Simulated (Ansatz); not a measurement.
Computed with Ansatz on PBE0-D4/def2-TZVP structures; ΔE is electronic, products minus reactants. CBS: MP2 limit from def2 TZ/QZ plus the TZ coupled-cluster correction, frozen cores. Functionals use def2-TZVPP. One conformer a species, not always the lowest.

`N[Si@H](F)S[Si@@H](N)Cl` + CH₃NH₂ → `CN[SiH](N)F` + `N[SiH](S)Cl`  (ligand exchange at the Si–S bond)

Is it downhill or uphill in electronic energy at CCSD(T)/CBS, and by how much? (Best estimate.)

Computed: Downhill: ΔE = -1.7 kcal/mol.

What do these levels give: PBE0-D4, r2SCAN, SCS-MP2/def2-TZVPP, HF/def2-QZVPP, SCS-MP2/def2-QZVPP, MP2/CBS(def2)? (Estimate.)

Computed: PBE0-D4 0.1, r2SCAN -1.2, SCS-MP2/def2-TZVPP -2.5, HF/def2-QZVPP -4.9, SCS-MP2/def2-QZVPP -2.2, MP2/CBS(def2) -0.8 kcal/mol.

Largest T1 diagnostic among the species: 0.011.

The D4 term adds +2.6 kcal/mol with B3LYP and +1.5 kcal/mol with PBE0; it sums over pairs of atoms, weighted by their polarisabilities, and B3LYP, whose exchange is more repulsive, gets the larger term. In def2-TZVPP, CCSD(T) changes the Hartree–Fock value by +2.3 kcal/mol (the triples alone add +0.7 kcal/mol) and MP2 by +3.2 kcal/mol.

B3LYP here is the variant with VWN-RPA as its local correlation; programs differ in this.
